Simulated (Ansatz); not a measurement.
Sn₂₁AsH₂₈⁺, a doped nanocrystal cut from the lattice of tin (As on an inner site), relaxed as a singlet with RKS r2SCAN-D4/def2-SVP in Ansatz, starting from a model built from a lattice or polyhedron. Force threshold 0.03 eV/Å.

In the def2 sets Sn takes a core potential; there is no spin–orbit coupling. Single mean-field runs in def2-SVP are fitted with def2-universal-jkfit.

Start:

```xyz
50

Sn    4.919    0.012    0.450
Sn    2.542   -2.474    3.491
Sn    3.923   -0.222   -4.014
Sn    2.957    3.600   -1.650
Sn    0.582    1.116    1.371
Sn   -1.400    4.692   -0.739
Sn   -0.428    0.883   -3.093
Sn   -3.800    2.194    2.313
Sn    1.566   -2.674   -0.981
Sn   -0.869   -5.181    2.034
Sn   -2.855   -1.582   -0.097
Sn   -1.860   -1.369    4.390
Sn   -4.788    1.998   -2.171
Sn    4.793    1.493   -1.964
Sn    2.393   -0.991    1.071
Sn   -0.006   -3.488    4.092
Sn    1.368   -1.251   -3.397
As    0.437    2.558   -1.027
Sn   -1.986    0.110    2.000
Sn   -3.927    3.683   -0.109
Sn   -2.972   -0.153   -2.486
Sn   -0.999   -3.729   -0.368
H     6.050   -1.292    0.243
H     5.452    1.039    1.711
H     3.066   -1.437    4.752
H     3.647   -3.756    3.264
H     5.032   -1.503   -4.197
H     3.846    0.697   -5.512
H     3.486    4.623   -0.401
H     2.873    4.484   -3.117
H     1.086    2.149    2.631
H    -0.848    5.705    0.513
H    -1.469    5.578   -2.215
H    -0.535    1.784   -4.561
H    -3.272    3.240    3.581
H    -5.336    1.591    2.656
H     2.622   -3.991   -1.204
H     0.234   -6.470    1.855
H    -2.421   -5.808    2.402
H    -4.397   -2.211    0.313
H    -1.294   -0.313    5.620
H    -3.391   -2.033    4.767
H    -4.866    2.852   -3.643
H    -6.350    1.352   -1.782
H     6.345    2.100   -2.334
H     0.099   -4.377    5.563
H     0.865   -2.262   -4.681
H    -5.066    4.968    0.066
H    -3.510   -1.175   -3.749
H    -1.541   -4.764   -1.657
```

(1) Estimate the energy that the relaxation releases and the steps that it takes.

(2) Does the start keep its bonding and symmetry?

(3) Predict the relaxed structure.

Answers

(1) 0.83 eV, in 11 steps; 43 s on 11 threads of AMD EPYC 7R13 on a shared host and a whole NVIDIA H100 80GB HBM3. No frequencies were taken in this run, so the end may be a saddle point.

(2) By distances, no bond broke or formed. The bond that changes most is Sn6–As18, from 2.83 to 2.66 Å (atoms count from 1). Point group Cs at the start, Cs at the end, both within 0.05 Å.

(3) 
Cartesian coordinates in Å:
```
Sn 4.943 0.095 0.438
Sn 2.517 -2.470 3.510
Sn 3.943 -0.137 -4.094
Sn 2.677 3.411 -1.578
Sn 0.530 0.970 1.358
Sn -1.213 4.388 -0.755
Sn -0.447 0.791 -3.046
Sn -3.770 2.282 2.283
Sn 1.511 -2.702 -1.004
Sn -0.874 -5.206 2.046
Sn -2.826 -1.613 -0.086
Sn -1.803 -1.385 4.426
Sn -4.802 2.060 -2.241
Sn 4.702 1.511 -1.965
Sn 2.463 -1.063 1.073
Sn -0.013 -3.514 4.103
Sn 1.462 -1.242 -3.403
As 0.361 2.259 -0.977
Sn -2.055 0.071 2.029
Sn -3.852 3.659 -0.152
Sn -3.042 -0.110 -2.449
Sn -1.014 -3.746 -0.348
H 6.112 -1.149 0.252
H 5.441 1.153 1.694
H 3.049 -1.391 4.737
H 3.686 -3.716 3.334
H 5.104 -1.383 -4.295
H 3.816 0.773 -5.543
H 2.896 4.457 -0.232
H 2.232 4.348 -2.948
H 1.068 2.287 2.340
H -0.399 5.287 0.463
H -0.955 5.146 -2.276
H -0.398 2.014 -4.264
H -3.210 3.325 3.527
H -5.346 1.730 2.679
H 2.646 -3.988 -1.193
H 0.228 -6.506 1.842
H -2.429 -5.838 2.405
H -4.395 -2.222 0.297
H -1.272 -0.304 5.651
H -3.377 -1.941 4.832
H -4.842 2.947 -3.708
H -6.380 1.501 -1.862
H 6.102 2.448 -2.324
H 0.082 -4.385 5.586
H 0.814 -2.202 -4.680
H -4.692 5.159 -0.037
H -3.443 -1.131 -3.779
H -1.539 -4.727 -1.666
```
Bond lengths (bridged metal pairs left out): 26 × Sn–Sn 2.80 to 2.82 Å; 4 × As–Sn 2.66 to 2.67 Å; 28 × H–Sn 1.72 to 1.73 Å.
